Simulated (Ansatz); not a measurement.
Reaction (formal exchange of groups at the Si–Sn bond): `B[SiH](Cl)[SnH3]` + `BN` → `B[SiH](Cl)BN` + `[SnH4]`

Program: Ansatz. Geometries: PBE0-D4/def2-TZVP. ΔE: electronic, gas phase. CCSD(T)/CBS adds triple-zeta CCSD(T) − MP2 to the extrapolated MP2 energy (def2 sets, frozen cores). This one scheme is used for every species. Functionals use def2-TZVPP. def2 core potentials past Kr. For Sn outer-core shells are correlated without core-valence functions, which leaves a few kJ/mol of doubt a bond. Each species was taken in one conformer, which may not be the lowest.

`B[SiH](Cl)[SnH3]`:

```xyz
10

B    -1.361    0.228   -0.284
Si   -0.190    1.521    0.404
Cl    0.196    1.860    2.380
Sn    0.736   -1.102   -0.233
H    -1.473    0.232   -1.478
H    -2.062   -0.418    0.434
H     0.795    2.320   -0.366
H    -0.090   -2.547   -0.589
H     1.606   -1.318    1.223
H     1.843   -0.776   -1.492
```

`BN`:

Z-matrix (Å, degrees):
```
B
N 1 1.385
H 1 1.197 2 119.0
H 1 1.197 2 119.0 3 -180.0
H 2 1.006 1 123.2 3 -0.0
H 2 1.006 1 123.2 3 180.0
```

`B[SiH](Cl)BN`:

```xyz
11

B    -0.285    2.240   -0.076
Si    0.298    0.471   -0.789
Cl   -1.079   -0.327   -2.149
B     0.519   -0.886    0.693
N    -0.270   -2.018    0.658
H    -1.380    2.688   -0.242
H     0.485    2.865    0.594
H     1.573    0.643   -1.545
H     1.298   -0.736    1.590
H    -0.226   -2.750    1.348
H    -0.935   -2.190   -0.082
```

`[SnH4]`:

```xyz
5

Sn    0.000    0.000    0.000
H    -0.369   -1.511    0.696
H     0.509    1.078    1.218
H    -1.386    0.625   -0.769
H     1.246   -0.192   -1.146
```

```json
{"level": "ωB97M-V", "ΔE (kcal/mol)": "8.4"}
{"level": "revPBE", "ΔE (kcal/mol)": "10.8"}
{"level": "CAM-B3LYP", "ΔE (kcal/mol)": "4.6"}
{"level": "SCS-MP2/def2-QZVPP", "ΔE (kcal/mol)": "8.7"}
```

Problem. What does CCSD(T)/CBS give? (Estimate.)

Solution. Computed: +9.4 kcal/mol. The listed levels differ from it by -1.0, 1.4, -4.8, -0.7 kcal/mol.

Problem. What do rigid-rotor, harmonic-oscillator terms from PBE0-D4/def2-TZVP frequencies (298.15 K, 1 bar) make of the CCSD(T)/CBS value? (Estimate.)

Solution. Computed: ΔZPE = -1.4 kcal/mol, ΔH = +8.0 kcal/mol, ΔS = -23 J/(mol·K), ΔG = +9.6 kcal/mol. Modes under 50 cm⁻¹ make the entropy rough.

Largest T1 diagnostic among the species: 0.013.

At CCSD(T), def2-SVP lies −4.2 kcal/mol from the extrapolated value and def2-TZVPP −1.8 kcal/mol. From PBE to PBE0 (25 % exact exchange), in def2-TZVPP and without D4, ΔE moves by −2.7 kcal/mol. Leaving LDA and LC-ωPBE aside and taking each functional with its dispersion term where it has one, the values, not all of them listed here, spread over 8.1 kcal/mol, from BHLYP-D4 to PBE-D4. LDA lies +2.7 kcal/mol from PBE without D4.
